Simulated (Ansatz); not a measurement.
A nudged elastic band was laid between two geometries of CH$_{7}$B$_{2}$NSi (12 atoms, charge 0, multiplicity 1).

The calculation used RKS PBE0/6-31G (Ansatz).

* movable images: 9
* climbing image: yes
* spring: 5.0 eV/Å²
* optimiser: quadratic models (default)
* start path: IDPP
* force threshold: 0.05 eV/Å
* iteration limit: 40
* end points: relaxed

Initial state:

```xyz
12
Properties=species:S:1:pos:R:3
C -2.000 0.053 0.600
B -0.494 0.120 0.230
B 0.997 0.758 0.836
N 1.887 0.236 -0.138
Si 0.728 -0.680 -1.246
H -2.328 0.868 1.255
H -2.133 -0.883 1.175
H -2.678 -0.025 -0.257
H 1.349 1.438 1.761
H 2.891 0.361 -0.178
H 0.774 -0.152 -2.665
H 1.085 -2.149 -1.340
```

Final state:

```xyz
12
Properties=species:S:1:pos:R:3
C -1.994 0.137 0.612
B -0.488 0.068 0.237
B 1.047 0.390 0.972
N 1.900 0.035 -0.106
Si 0.677 -0.476 -1.392
H -2.704 -0.114 -0.181
H -2.235 1.139 0.999
H -2.174 -0.541 1.463
H 1.448 0.786 2.032
H 2.911 0.068 -0.123
H 0.800 0.362 -2.648
H 0.888 -1.910 -1.830
```

Q: What changes between the two ends?

A: No bond is made or broken. The dihedral H6–C1–B2–Si5 goes from -161 to -4°.

Q: Give the energies along the band, and the barrier.

A: The run converged. The highest image is number 10 of 0 to 10, 0.006 eV above the first end and 0.000 eV above the last; the last end lies 0.006 eV above the first. The highest image is an end point: on this band no image between the ends rises above it. Between wells the path still climbs a hump at image 3, 0.01 eV above the well before it. Limits of this set-up: no polarisation functions.

| image | path coordinate (Å) | energy (eV) | dihedral H6–C1–B2–Si5 (°) |
| --- | --- | --- | --- |
| 0 | 0.00 | 0.000 | -161 |
| 1 | 0.40 | 0.002 | -148 |
| 2 | 0.80 | 0.005 | -133 |
| 3 | 1.19 | 0.006 | -117 |
| 4 | 1.66 | 0.002 | -98 |
| 5 | 2.12 | 0.000 | -81 |
| 6 | 2.58 | 0.002 | -65 |
| 7 | 3.04 | 0.001 | -49 |
| 8 | 3.50 | 0.000 | -34 |
| 9 | 3.96 | 0.002 | -19 |
| 10 | 4.42 | 0.006 | -4 |

The band took 5 iterations and about 3 core-minutes.

Time of the run: 3.2 min on 1 thread of Arm Neoverse V1 (shared host), peak memory 0.14 GiB.
